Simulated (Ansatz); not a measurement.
Species: CSe₂, net charge 1, doublet state. SMILES of the parent species: [Se]=C=[Se]
Coordinates optimised at B3LYP-D3(BJ)/def2-TZVP (Ansatz, a first-principles code):
```xyz
3

Se     0.0000     0.0000    -1.6959
C      0.0000     0.0000     0.0000
Se     0.0000     0.0000     1.6959
```
Charge +1, spin multiplicity 2.

Parts of the frozen-core correlation energy in aug-cc-pVTZ (Ansatz, hartree). Frozen orbitals: 29; correlated occupied orbitals by spin: 8 and 7; virtual: 127 and 128. UHF or UKS for open shells. No spin-orbit coupling. No relativistic terms.

```tsv
term	value
reference (HF)	-4837.33090
MP2 opposite-spin	?
MP2 same-spin	-0.10104
CCSD correlation	?
(T)	?
T1 diagnostic	0.051
largest doubles amplitude	0.097
<S^2> of the reference	1.137
```

Q: Fill in the missing entries.

A: 
- MP2 opposite-spin, value: -0.29068
- CCSD correlation, value: -0.42945
- (T), value: -0.02881
